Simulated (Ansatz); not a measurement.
H₆SeSi₂ (`[SiH3][SiH2][SeH]`), 9 atoms. Charge 0, multiplicity 1. Correlated methods include outer-core shells of Se, which these sets cover unevenly. Scalar relativity is left out up to krypton. All runs use 2 threads of an Arm Neoverse V1 on a shared host. Correlated methods freeze the cores.

Question: How many basis functions does each run have, and how long does it take in Ansatz? RKS B97M-V/def2-TZVPP energy; RKS PBE0-D4/def2-TZVP relaxation (9 steps); RKS PBE0-D4/def2-SVP energy; RKS PBE0-D4/def2-TZVP frequencies; RHF-CCSD(T)/def2-SVP energy; RKS BHLYP-D4/def2-TZVPP energy; direct RPA on PBE orbitals/def2-TZVPP energy; RKS PBE0-D4/def2-QZVPP energy; RKS PBE-D4/def2-TZVPP energy and forces; RKS ωB97M-V/def2-QZVPP energy; RHF-MP2/def2-QZVPP energy; RKS r2SCAN-D4/def2-TZVPP energy and forces. (Best estimate.)

Answer: Ansatz gave: Other jobs shared the machine, so times are rough.

```tsv
level	job	functions	wall time	peak host memory (GiB)
RKS PBE0-D4/def2-SVP	energy	98	1.8 s	0.19
RKS PBE-D4/def2-TZVPP	energy and forces	216	3.7 s	0.27
RKS BHLYP-D4/def2-TZVPP	energy	216	4.6 s	0.57
RHF-CCSD(T)/def2-SVP	energy	98	4.6 s	0.33
direct RPA on PBE orbitals/def2-TZVPP	energy	216	6 s	0.42
RKS r2SCAN-D4/def2-TZVPP	energy and forces	216	7 s	0.29
RKS B97M-V/def2-TZVPP	energy	216	14 s	0.35
RKS PBE0-D4/def2-QZVPP	energy	409	15 s	1.3
RHF-MP2/def2-QZVPP	energy	409	27 s	2
RKS ωB97M-V/def2-QZVPP	energy	409	32 s	1.6
RKS PBE0-D4/def2-TZVP	relaxation (9 steps)	158	44 s	0.41
RKS PBE0-D4/def2-TZVP	frequencies	158	3 min	0.41
```
